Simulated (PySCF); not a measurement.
Dipole response of Sb (antimony, neutral)

[Kr] 4d10 5s2 5p3, high-spin 4S determinant. Calculation: PySCF 2.14, in aug-cc-pVTZ-PP with ECP28MDF (6s5p4d2f, 55 functions); scalar relativity through the core potential. Coupled (time-dependent) response in atomic units; α is the mean over directions.

```tsv
method	mean α (bohr³)	C₆ (like pair)	S(−4)
UHF	44.27	482.2	501.8
PBE	47.90	522.3	681.2
PBE0	45.72	495.7	583.2
wB97M-V	45.05	476.3	593.5
M06-L	47.15	530.8	584.3
```

S(−4) is the Cauchy moment in α(ω) = α(0) + S(−4) ω² + …

Reference α: 43 ± 2 bohr³ (recommended; Schwerdtfeger and Nagle, table of static dipole polarizabilities (2023 update)). Published C₆: 492.0 (Chu and Dalgarno (2004); Tang, Norbeck and Certain (1976)).

α(iu) at wB97M-V:

```
u (hartree)  α(iu) (bohr³)
          0          45.05
     0.0500          43.63
      0.100          40.00
      0.200          30.75
      0.300          22.92
      0.500          13.40
      0.750          7.879
       1.00          5.225
       1.50          2.859
       2.00          1.838
       3.00         0.9573
       5.00         0.3937
```

Energies and moments cover only the electrons outside the core potential.
